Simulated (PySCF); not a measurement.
Ru(O)2(OH)4 (H4O6Ru), SMILES [O]=[Ru]([OH])([OH])(=[O])([OH])[OH], multiplicity 1. Coordinates come from a PBE0-D3(BJ)/def2-SVP optimisation. The multiplicity is an assumed one; other spin states were not compared. The def2 effective core potentials stand for the cores of Ru; spin–orbit coupling is left out. One conformer was computed; it need not be the lowest.

Computed equilibrium geometry at PBE0-D3(BJ)/def2-SVP (PySCF confirms it by a frequency run) as bond lengths and angles (one conformer of several):
Atoms: Ru1 O2 O3 O4 H5 O6 H7 O8 H9 O10 H11. Bond lengths (Å): Ru1–O2 1.674, Ru1–O3 1.672, Ru1–O4 1.950, Ru1–O6 1.939, Ru1–O8 1.900, Ru1–O10 1.907, O4–H5 0.970, O6–H7 0.971, O8–H9 0.972, O10–H11 0.970. Bond angles (°): O2–Ru1–O3 101.1, O2–Ru1–O4 107.8, O2–Ru1–O6 81.1, O2–Ru1–O8 92.8, O2–Ru1–O10 155.4, O3–Ru1–O4 81.0, O3–Ru1–O6 113.1, O3–Ru1–O8 154.1, O3–Ru1–O10 88.3, O4–Ru1–O6 162.1, O4–Ru1–O8 73.9, O4–Ru1–O10 96.0, O6–Ru1–O8 90.5, O6–Ru1–O10 74.3, O8–Ru1–O10 87.9, Ru1–O4–H5 109.4, Ru1–O6–H7 108.5, Ru1–O8–H9 108.6, Ru1–O10–H11 109.7.
Charge 0, spin multiplicity 1.
